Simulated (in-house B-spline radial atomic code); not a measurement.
The numbers below are computed, except where a source is named.
## Ghost states of the separable form: Cl

Cl, [Ne] 3s2 3p5, non-relativistic PBE, spherical and spin-unpolarised, from a B-spline radial code for spherical atoms (atomic units; all potentials screened as in the neutral atom).

Troullier-Martins channels: 3s (ε = -0.7544, r_c = 1.297 bohr), 3p (ε = -0.3164, r_c = 1.434 bohr). In the Kleinman-Bylander form one channel serves as the local potential, and each other channel l becomes |δV u><u δV|/<u|δV|u>, with δV = V_l − V_local and u the pseudo-orbital. Its strength is E_KB = <u|δV²|u>/<u|δV|u>. By the analysis of Gonze, Stumpf and Scheffler a spurious state lies below the reference level ε if E_KB > 0 and ε is above the second level of the local potential alone, or if E_KB < 0 and ε is above its first. The table's levels are those of angular momentum l in a sphere of 9 bohr, whose wall can lift a shallow ε a little above its free-atom value.

| local | channel | <u δV u> | <u δV² u> | ε | first local level | second local level |
| --- | --- | --- | --- | --- | --- | --- |
| p | s | 0.20217 | 0.67471 | -0.7544 | -1.1854 | -0.0288 |
| s | p | -0.1349 | 0.43501 | -0.3164 | -0.2351 | 0.0973 |

**Question.** Apply the rule to each row.

**Answer.** Local p, channel s: E_KB = +3.34, so ε = -0.7544 is set against -0.0288: no ghost. Local s, channel p: E_KB = -3.22, so ε = -0.3164 is set against -0.2351: no ghost.

Diagonalising the separable Hamiltonian gives:

```json
{"local": "p", "channel": "s", "three lowest levels": "-0.7544, 0.0146, 0.2808", "all-electron, two lowest valence levels": "-0.7544, 0.0148"}
{"local": "s", "channel": "p", "three lowest levels": "-0.3164, 0.0839, 0.3736", "all-electron, two lowest valence levels": "-0.3164, 0.0840"}
```

**Question.** Which choices of local channel are safe?

**Answer.** All are free of ghosts. Among the safe choices the second level, which tests transfer, is off by at most 0.1 millihartree (s local), 0.2 millihartree (p local).
